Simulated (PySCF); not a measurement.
Excitation energy of Pd by level of theory

Pd [Kr] 4d10 (1S) → Pd [Kr] 4d9 5s1 (3D), as a difference of total energies. Computed with PySCF 2.14 in def2-TZVPPD with the def2 core potential (28 electrons) (6s4p3d2f1g, 56 functions), with a scalar-relativistic core potential. Correlated levels: valence and next inner shell: nothing frozen outside the core potential. The calculations carry no spin-orbit coupling.

```json
{"method": "UHF", "excitation energy (eV)": "-0.105"}
{"method": "MP2 (valence and next inner shell)", "excitation energy (eV)": "1.134"}
{"method": "SCS-MP2 (valence and next inner shell)", "excitation energy (eV)": "1.038"}
{"method": "CCSD (valence and next inner shell)", "excitation energy (eV)": "0.656"}
{"method": "CCSD(T) (valence and next inner shell)", "excitation energy (eV)": "0.721"}
```

**Question.** How much does correlation contribute at CCSD(T) (valence and next inner shell)?

**Answer.** 0.721 − (-0.105) = 0.826 eV, measured against UHF.
